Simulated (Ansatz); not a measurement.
`C=C/C=[N]\[InH2]` + HCl → `[Cl][InH2]` + `C=CC=N` at 700 K and 1 bar (ligand exchange at the In–N bond).

Gas-phase electronic energies from Ansatz, PBE0-D4/def2-TZVP geometries. CCSD(T)/CBS is the MP2 limit (def2-TZVPP, def2-QZVPP) plus CCSD(T) − MP2 in def2-TZVPP, frozen cores. This one scheme is used for every species. Elements past krypton have def2 core potentials. For In outer-core shells are correlated without core-valence functions, which leaves a few kJ/mol of doubt a bond. Each species was taken in one conformer, which may not be the lowest.

```json
{"species": "`C=C/C=[N]\\[InH2]`", "CCSD(T)/CBS energy (Eh)": "-362.21401", "H − E (kJ/mol)": "277.9", "S (J/(mol·K))": "485.0"}
{"species": "HCl", "CCSD(T)/CBS energy (Eh)": "-460.38127", "H − E (kJ/mol)": "38.4", "S (J/(mol·K))": "211.8"}
{"species": "`[Cl][InH2]`", "CCSD(T)/CBS energy (Eh)": "-650.81839", "H − E (kJ/mol)": "71.8", "S (J/(mol·K))": "329.5"}
{"species": "`C=CC=N`", "CCSD(T)/CBS energy (Eh)": "-171.81851", "H − E (kJ/mol)": "249.8", "S (J/(mol·K))": "364.6"}
```

H − E and S are ideal-gas, rigid-rotor, harmonic terms from PBE0-D4/def2-TZVP, for one conformer and one mirror image of each species. 1 Eh = 2625.50 kJ/mol, R = 8.31446 J/(mol·K).

Task: By hand: ΔE, ΔH, ΔS and ΔG.

Result: ΔE = (-650.81839) + (-171.81851) − (-362.21401) − (-460.38127) = -0.04162 Eh = -109.3 kJ/mol. Δ(H − E) = 71.8 + 249.8 − 277.9 − 38.4 = 5.3, so ΔH = -104.0 kJ/mol. ΔS = 329.5 + 364.6 − 485.0 − 211.8 = -2.7 J/(mol·K). ΔG = -104.0 − 700 × (-2.7)/1000 = -102.1 kJ/mol.

Task: By hand: the equilibrium constant, and the temperature at which ΔG would vanish if ΔH and ΔS stayed fixed.

Result: log₁₀ K = −ΔG/(RT ln 10) = 7.6. ΔG = 0 at ΔH/ΔS = 38519 K, far beyond where these terms or the molecules hold.

The number of gas molecules stays the same, so ΔS is small and ΔH decides. A doubt of 5 kJ/mol in ΔE shifts log₁₀ K by 0.4 here. Other conformers and mirror images would add mixing entropy, several J/(mol·K) or more a flexible species. These are equilibria of isolated gas molecules and say nothing of rates. Largest T1 diagnostic: 0.017 (customary marks: 0.02 for closed shells, 0.045 for open ones).
